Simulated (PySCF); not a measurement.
Isomers of C8H16O, mass 128.120 u with the commonest isotopes. Level of theory: PySCF, PBE0-D3(BJ)/def2-SVP geometry optimisation, gas phase. One conformer each, none proved a minimum here; rigid rotors.

Problem. Order these by radius of gyration √(Σ m r²/M), smallest first.
A. `[CH2:1]=[CH:2][CH2:3][CH2:4][C@H:5]([OH:6])[CH:7]([CH3:8])[CH3:9]` with C1–C2–C3–C4 119°, C2–C3–C4–C5 176°, C3–C4–C5–O6 -54°, C4–C5–O6–H -65°, C4–C5–C7–C8 -55° (2-methyl-6-hepten-3-ol)
B. `[CH3:1][CH2:2][CH2:3][CH2:4][C@@H:5]([CH:6]=[O:7])[CH2:8][CH3:9]` with C1–C2–C3–C4 -179°, C2–C3–C4–C5 179°, C3–C4–C5–C6 65°, C4–C5–C6–O7 -119°, C4–C5–C8–C9 173°
C. `[CH3:1][O:2][CH2:3][CH:4]1[CH2:5][CH2:6][CH2:7][CH2:8][CH2:9]1` with C1–O2–C3–C4 177°, O2–C3–C4–C5 -60°, C3–C4–C5–C6 180°, C4–C5–C6–C7 55°, C5–C6–C7–C8 -55°, C6–C7–C8–C9 55°

Solution. C (2.376 Å), A (2.595 Å), B (2.650 Å).

Problem. Order these by rotational constant C, smallest first.
A. `[CH3:1][CH2:2][CH2:3][CH2:4][C@@H:5]([CH:6]=[O:7])[CH2:8][CH3:9]` with C1–C2–C3–C4 -179°, C2–C3–C4–C5 179°, C3–C4–C5–C6 65°, C4–C5–C6–O7 -119°, C4–C5–C8–C9 173° (2-ethylhexanal)
B. `[CH2:1]=[CH:2][CH2:3][CH2:4][C@H:5]([OH:6])[CH:7]([CH3:8])[CH3:9]` with C1–C2–C3–C4 119°, C2–C3–C4–C5 176°, C3–C4–C5–O6 -54°, C4–C5–O6–H -65°, C4–C5–C7–C8 -55° (2-methyl-6-hepten-3-ol)
C. `[CH3:1][O:2][CH2:3][CH:4]1[CH2:5][CH2:6][CH2:7][CH2:8][CH2:9]1` with C1–O2–C3–C4 177°, O2–C3–C4–C5 -60°, C3–C4–C5–C6 180°, C4–C5–C6–C7 55°, C5–C6–C7–C8 -55°, C6–C7–C8–C9 55°

Solution. A (576.8 MHz), B (601.7 MHz), C (718.6 MHz).

Problem. Order these by dipole moment, largest first.
A. `[CH3:1][CH2:2][CH2:3][CH2:4][C@@H:5]([CH:6]=[O:7])[CH2:8][CH3:9]` with C1–C2–C3–C4 -179°, C2–C3–C4–C5 179°, C3–C4–C5–C6 65°, C4–C5–C6–O7 -119°, C4–C5–C8–C9 173°
B. `[CH2:1]=[CH:2][CH2:3][CH2:4][C@H:5]([OH:6])[CH:7]([CH3:8])[CH3:9]` with C1–C2–C3–C4 119°, C2–C3–C4–C5 176°, C3–C4–C5–O6 -54°, C4–C5–O6–H -65°, C4–C5–C7–C8 -55° (2-methyl-6-hepten-3-ol)
C. `[CH3:1][O:2][CH2:3][CH:4]1[CH2:5][CH2:6][CH2:7][CH2:8][CH2:9]1` with C1–O2–C3–C4 177°, O2–C3–C4–C5 -60°, C3–C4–C5–C6 180°, C4–C5–C6–C7 55°, C5–C6–C7–C8 -55°, C6–C7–C8–C9 55°

Solution. A (2.68 D), B (1.53 D), C (1.00 D).

| SMILES | point group | Ia (u·Å²) | Ib (u·Å²) | Ic (u·Å²) | κ | μa (D) | μb (D) | μc (D) |
| --- | --- | --- | --- | --- | --- | --- | --- | --- |
| CCCC[C@@H](C=O)CC | C1 | 168.44 | 754.71 | 876.18 | -0.92 | 0.46 | 2.56 | 0.64 |
| C=CCC[C@H](O)C(C)C | C1 | 151.32 | 734.90 | 839.92 | -0.94 | 0.46 | 0.90 | 1.15 |
| COCC1CCCCC1 | C1 | 132.89 | 610.68 | 703.29 | -0.93 | 0.35 | 0.75 | 0.56 |
